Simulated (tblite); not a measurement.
**Question.** Give a GFN2-xTB geometry of InChI=1S/C7H15N/c1-2-7-4-3-5-8-6-7/h7-8H,2-6H2,1H3/t7-/m1/s1.

**Answer.** 
```xyz
23
C7H15N angstrom
C     -2.6387    0.0878    0.8119
C     -1.3987   -0.6132    0.2686
C     -0.5338    0.2961   -0.6130
C      0.5046   -0.5054   -1.4104
C      1.6143   -1.0433   -0.5079
C      2.2395    0.1084    0.2874
N      1.2655    0.8699    1.0454
C      0.2081    1.3787    0.1945
H     -3.2497   -0.6136    1.3762
H     -3.2396    0.4874   -0.0024
H     -2.3702    0.9089    1.4723
H     -0.8131   -0.9982    1.1063
H     -1.7152   -1.4729   -0.3282
H     -1.1988    0.8004   -1.3239
H      0.0172   -1.3300   -1.9371
H      0.9504    0.1512   -2.1624
H      2.3802   -1.5350   -1.1106
H      1.2053   -1.7854    0.1816
H      2.7288    0.8029   -0.4035
H      2.9947   -0.2701    0.9809
H      0.8642    0.2814    1.7699
H     -0.4904    1.9382    0.8196
H      0.6708    2.0828   -0.5052
```

Orientation and origin are arbitrary. Atoms count from 1 in this order. N7 (secondary amine nitrogen) is pyramidal (angles 111.6°, 109.5° and 109.5°, sum 330.5°, 0.41 Å off the plane of its three neighbours). The 6-membered ring C3–C4–C5–C6–N7–C8 has internal angles of 108.3° to 114.4°; it is puckered, 0.23 Å rms from its mean plane, widest ring torsion 56°. Of the pairs four or more bonds apart, H12···H21 is among the closest relative to their van der Waals radii: 2.21 Å, 92 % of the sum of Bondi's values.

Bonds between heavy atoms (Å): C1–C2 1.524, C2–C3 1.534, C3–C4 1.535, C4–C5 1.528, C5–C6 1.533, C6–N7 1.450, N7–C8 1.449, C3–C8 1.541.

Computed geometry: GFN2-xTB, gas phase.

Point group: C1 (no symmetry element, even within 0.4 Å). Its GFN2-xTB frequencies are all real (lowest 62 cm⁻¹). One conformer, not necessarily the lowest (C1–C2–C3–C4 -166°, C2–C3–C4–C5 -71°, C3–C4–C5–C6 -54°, C4–C5–C6–N7 55°, C5–C6–N7–C8 -56°). 3 starts were optimised and ended at 0.00, 0.40 and 5.26 kcal/mol (GFN2-xTB); the lowest of these is shown.
